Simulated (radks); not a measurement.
All-electron atom: Gd in [Xe] 4f7 5d1 6s1 7d1 (not the ground configuration). Calculated with a radial shooting solver on a logarithmic mesh with Libxc functionals: scalar-relativistic Kohn-Sham, LDA (Slater exchange, Perdew-Wang correlation), spin-polarised, spherical densities, point nucleus; open shells are filled with parallel spins first (spin-orbit coupling, left out, can overturn this in heavy ions). Some entries of the table are withheld. Estimate them.

orbital  occ.  eigenvalue (eV)  r(max) (bohr)
1s up       1        -50061.24        0.01393
1s down     1        -50061.23        0.01393
2s up       1        -8269.908        0.07906
2s down     1        -8269.767        0.07906
2p up       3        -7362.841        0.06396
2p down     3        -7362.735        0.06396
3s up       1        -1836.833         0.2245
3s down     1        -1834.098         0.2244
3p up       3        -1555.837         0.2203
3p down     3        -1553.123         0.2201
3d up       5        -1183.832         0.1800
3d down     5        -1181.699         0.1799
4s up       1        -374.9963         0.5158
4s down     1        -368.9497         0.5156
4p up       3        -282.3144         0.5383
4p down     3        -276.3302         0.5381
4d up       5        -154.0791         0.5589
4d down     5        -148.2066         0.5588
5s up       1         -55.6889          1.190
5s down     1         -52.3604          1.201
5p up       3         -32.9608          1.347
5p down     3         -30.2501          1.366
4f up       7         -15.2813            (1)
4f down     0         -10.0279            (2)
6s up       1              (3)          3.166
5d up       1              (4)          1.922
6s down     0              (5)          3.250
5d down     0              (6)          1.977
7d up       1          -0.5799          20.69
7d down     0          -0.4202          22.55

Answer. 
(1) 4f up r(max) (bohr): 0.5656
(2) 4f down r(max) (bohr): 0.5687
(3) 6s up eigenvalue (eV): -8.3669
(4) 5d up eigenvalue (eV): -7.5322
(5) 6s down eigenvalue (eV): -6.9314
(6) 5d down eigenvalue (eV): -5.7966
